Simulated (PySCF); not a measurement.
# Atomic charges against the basis set

C₅H₁₁B.
Numbering: `[CH3:1][BH:2][CH2:3]/[CH:4]=[CH:5]/[CH3:6]` (hydrogens: H7, H8, H9 on C1; H10 on B2; H11, H12 on C3; H13 on C4; H14 on C5; H15, H16, H17 on C6)

PBE0 throughout (PySCF), one geometry, spherical d and f functions. Geometry: PBE0-D3(BJ)/def2-SVP, one conformer, isolated molecule. Atoms taken as equivalent share a column and are averaged. The first 7 of 12 kinds of atom are listed.

Mulliken charges (e):

```csv
basis,functions,C1,B2,C3,C4,C5,C6,H7/H8/H9
STO-3G,41,-0.342,+0.258,-0.254,-0.084,-0.090,-0.239,+0.082
6-31G,76,-0.732,+0.446,-0.589,-0.099,-0.133,-0.546,+0.176
6-31G*,106,-0.707,+0.315,-0.525,-0.111,-0.137,-0.571,+0.185
def2-SVP,139,-0.167,+0.021,-0.044,-0.094,-0.138,-0.031,+0.061
"6-311+G(2d,p)",228,-0.679,+0.348,-0.651,+0.171,+0.083,-0.702,+0.162
def2-TZVP,252,-0.438,+0.039,-0.222,-0.146,-0.129,-0.340,+0.137
```

IAO charges (e):

```
        basis  functions      C1      B2      C3      C4      C5      C6  H7/H8/H9
       STO-3G         41  -0.531  +0.208  -0.391  -0.129  -0.145  -0.400    +0.144
        6-31G         76  -0.584  +0.211  -0.410  -0.138  -0.155  -0.434    +0.162
       6-31G*        106  -0.567  +0.223  -0.400  -0.133  -0.151  -0.413    +0.155
     def2-SVP        139  -0.556  +0.216  -0.396  -0.132  -0.150  -0.403    +0.153
6-311+G(2d,p)        228  -0.583  +0.219  -0.410  -0.142  -0.160  -0.425    +0.161
    def2-TZVP        252  -0.584  +0.219  -0.410  -0.141  -0.159  -0.425    +0.161
```

Hirshfeld charges (e):

```json
{"basis": "STO-3G", "functions": "41", "C1": "-0.108", "B2": "+0.179", "C3": "-0.069", "C4": "-0.039", "C5": "-0.046", "C6": "-0.035", "H7/H8/H9": "+0.021"}
{"basis": "6-31G", "functions": "76", "C1": "-0.172", "B2": "+0.171", "C3": "-0.118", "C4": "-0.052", "C5": "-0.059", "C6": "-0.099", "H7/H8/H9": "+0.042"}
{"basis": "6-31G*", "functions": "106", "C1": "-0.172", "B2": "+0.170", "C3": "-0.120", "C4": "-0.052", "C5": "-0.060", "C6": "-0.100", "H7/H8/H9": "+0.043"}
{"basis": "def2-SVP", "functions": "139", "C1": "-0.189", "B2": "+0.177", "C3": "-0.135", "C4": "-0.048", "C5": "-0.056", "C6": "-0.113", "H7/H8/H9": "+0.047"}
{"basis": "6-311+G(2d,p)", "functions": "228", "C1": "-0.190", "B2": "+0.179", "C3": "-0.142", "C4": "-0.056", "C5": "-0.061", "C6": "-0.117", "H7/H8/H9": "+0.046"}
{"basis": "def2-TZVP", "functions": "252", "C1": "-0.193", "B2": "+0.178", "C3": "-0.142", "C4": "-0.054", "C5": "-0.060", "C6": "-0.120", "H7/H8/H9": "+0.047"}
```

ESP-fitted charges (e):

| basis | functions | C1 | B2 | C3 | C4 | C5 | C6 | H7/H8/H9 |
| --- | --- | --- | --- | --- | --- | --- | --- | --- |
| STO-3G | 41 | -0.627 | +0.542 | -0.441 | -0.097 | +0.035 | -0.507 | +0.144 |
| 6-31G | 76 | -0.695 | +0.596 | -0.424 | -0.217 | -0.033 | -0.429 | +0.160 |
| 6-31G* | 106 | -0.711 | +0.610 | -0.435 | -0.220 | -0.004 | -0.464 | +0.163 |
| def2-SVP | 139 | -0.634 | +0.541 | -0.368 | -0.223 | -0.018 | -0.400 | +0.147 |
| 6-311+G(2d,p) | 228 | -0.753 | +0.641 | -0.459 | -0.243 | +0.007 | -0.495 | +0.171 |
| def2-TZVP | 252 | -0.746 | +0.638 | -0.458 | -0.237 | +0.013 | -0.493 | +0.169 |

Some averages cover members that differ in this geometry, most widely: H7/H8/H9, IAO in def2-SVP +0.136 to +0.169; H7/H8/H9, IAO in 6-311+G(2d,p) +0.143 to +0.176; H7/H8/H9, IAO in def2-TZVP +0.144 to +0.176; H7/H8/H9, IAO in 6-31G* +0.139 to +0.170 e.

**Question.** Which scheme is steadiest as the basis changes?

**Answer.** Largest range over the bases for any column: IAO 0.05 e, Hirshfeld 0.09 e, ESP-fitted 0.15 e, Mulliken 0.67 e. IAO charges move least and Mulliken charges most, counted in e. Without the minimal STO-3G basis the ranges are IAO 0.03, Hirshfeld 0.02, ESP-fitted 0.12, Mulliken 0.67 e.

**Question.** How much do the charges still move between the two largest bases, 6-311+G(2d,p) and def2-TZVP?

**Answer.** At most, over all atoms: Mulliken 0.429 e, IAO 0.001 e, Hirshfeld 0.003 e, ESP-fitted 0.007 e.

**Question.** What do the same runs give for the total energy, the frontier levels and the dipole moment?

**Answer.** 
```csv
basis,energy (Eh),HOMO (eV),LUMO (eV),μ (D)
STO-3G,-219.0552,-4.87,2.24,0.48
6-31G,-221.6439,-6.40,-0.27,0.56
6-31G*,-221.6881,-6.39,-0.28,0.56
def2-SVP,-221.5376,-6.59,-0.54,0.57
"6-311+G(2d,p)",-221.7560,-6.65,-0.68,0.52
def2-TZVP,-221.7714,-6.65,-0.64,0.53
```
